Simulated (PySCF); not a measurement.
Compound: C6H8F2S (charge -1 and doublet state).
Z-matrix (Å and degrees, GFN2-xTB geometry), rows numbered from 1:
```
C 
C   1  1.3578
C   2  1.5013  1  119.35
C   2  1.4182  1  120.84  3  -179.41
C   4  1.3773  2  130.83  1  -178.16
S   5  1.7037  4  129.73  2    -1.71
C   6  2.1148  5  101.14  4    89.93
F   7  1.3636  6  114.08  5  -128.26
F   7  1.3657  6  113.98  5   110.11
H   1  1.0783  2  121.94  3    -0.26
H   1  1.0788  2  121.68  3   179.92
H   3  1.0901  2  110.72  1    -0.78
H   3  1.0891  2  110.25  1  -121.62
H   3  1.0887  2  110.72  1   120.05
H   4  1.0881  2  114.76  1     1.46
H   5  1.0858  4  117.04  2  -179.02
H   7  1.0975  6  105.33  5    -8.92
```

The hyperfine couplings belong to this conformer and change with its torsions.

As a line formula: `[CH2-][C](C)/C=C\SC(F)F` [radical] (charge -1).

Theory: UKS B3LYP, pcH-1 on C F H S, non-relativistic, mean-field spin-orbit, GIAO (PySCF 2.14.0). Whether the extra electron is bound in the gas phase wasn't checked; a finite basis holds it in any case. The geometry wasn't refined by DFT: couplings that depend on bond lengths, twists or pyramidal angles can differ widely from those at the functional's own minimum, by a factor of two or more for some ions and for spin on atoms past the first row.

**Question.** How many α and β electrons are there, and what is ⟨S²⟩ of the pure spin state?

**Answer.** Nα = 40, Nβ = 39 (79 in all), and S(S+1) = 0.75 for S = 1/2.

Mulliken spin populations, one withheld:

```csv
atom,bound to,population
C1,"C2, H10, H11",?
C2,"C1, C3, C4",-0.0675
C3,"C2, H12, H13, H14",+0.0023
C4,"C2, C5, H15",+0.2776
C5,"C4, S6, H16",+0.1357
S6,"C5, C7",+0.0588
C7,"S6, F8, F9, H17",+0.2449
F8,C7,+0.0109
F9,C7,+0.0098
H10,C1,-0.0185
H11,C1,-0.0172
H12,C3,-0.0008
H13,C3,-0.0013
H14,C3,-0.0021
H15,C4,-0.0150
H16,C5,-0.0075
H17,C7,+0.0018
```

**Question.** Fill in the missing population.

**Answer.** 1 − (0.6119) gives +0.388, since all populations sum to 2S.

**Question.** Sum the populations by element and by sign.

**Answer.** Carbon +0.98, sulfur +0.06, fluorine +0.02, hydrogen -0.06. The positive populations sum to 1.13, the negative ones to -0.13.

**Question.** With ⟨S²⟩ = 0.7671, find the sum of squared α–β overlaps and estimate the admixture of higher spin.

**Answer.** Σ|⟨iα|jβ⟩|² over occupied orbitals = Nβ − [⟨S²⟩ − S(S+1)] = 39 − 0.0171 = 38.9829. If the quartet state (S + 1) were the only admixture, its weight would be 0.0171/(2S + 2) = 0.57 %.

**Question.** What Fermi-contact NMR shifts do the couplings of C1, C2, C3, C4, C5, H10, H11 imply at 298 K (Curie law, g = gₑ)?

**Answer.** δ = a_FC·h·gₑ μB S(S+1)/(3 g_N μN kT), with k/h = 20836.6 MHz/K:

```tsv
nuclei	isotope	a_FC (MHz)	g_N	contact shift (ppm)
C1	13C	28.56	1.4048	+3009
C2	13C	-20.17	1.4048	-2125
C3	13C	0.75	1.4048	+79
C4	13C	20.42	1.4048	+2152
C5	13C	1.76	1.4048	+186
H10	1H	-23.39	5.5857	-620
H11	1H	-21.88	5.5857	-580
```

All at the stated temperature.

H10 and H11 aren't averaged: C1 is flat or nearly so (angle sum 360°), and its turn about the short C1–C2 bond (1.36 Å) is taken as slow.

C2, the radical centre as drawn in `[CH2-][C](C)/C=C\SC(F)F`, holds a spin population of -0.07 out of 1.
